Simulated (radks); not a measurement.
Valence configurations of Tl+. All-electron calculation, scalar-relativistic Kohn-Sham, PBEsol, spin-polarised, spherical densities, point nucleus; open shells are filled with parallel spins first (spin-orbit coupling, left out, can overturn this in heavy ions). Program: a radial shooting solver on a logarithmic mesh with Libxc functionals. Energies are relative to [Hg]; eigenvalues in eV for spin up.

valence                     E (eV)  moment (Bohr magnetons)    e(4f)    e(5d)    e(6p)    e(6s)
[Hg]                         0.000                        0  -121.39  -22.782        -  -16.377
[Xe] 4f12 5d10 6s2 6p2      259.03                        4  -160.99  -35.459  -11.996  -22.106
[Xe] 4f14 5d10 6s1 6p1       7.580                        2  -123.21  -24.694   -9.721  -18.248
[Xe] 4f14 5d10 6p2          16.192                        2  -125.02  -26.296  -10.604        -
[Xe] 4f14 5d9.5 6s2 6p0.5    7.565                        1  -124.42  -25.272   -9.223  -17.863
[Xe] 4f13 5d9.5 6s2 6p1.5   130.82                        3  -143.95  -31.523  -11.102  -20.684
[Xe] 4f14 5d9 6s2 6p1       15.654                        2  -127.42  -27.708  -10.179  -19.245
[Xe] 4f14 5d10 6s1.5 6p0.5   3.946                        1  -122.34  -23.780   -9.008  -17.369
[Xe] 4f13 5d9.5 6s1 6p2.5   138.68                        5  -145.49  -33.123  -12.235  -22.153
[Xe] 4f14 5d8 6s2 6p2       33.447                        4  -133.42  -32.470  -11.870  -21.792

NIST lists [Hg] as the ground configuration; this level of theory agrees among the configurations tried. The energies are those of spherical high-spin densities, not of single terms.
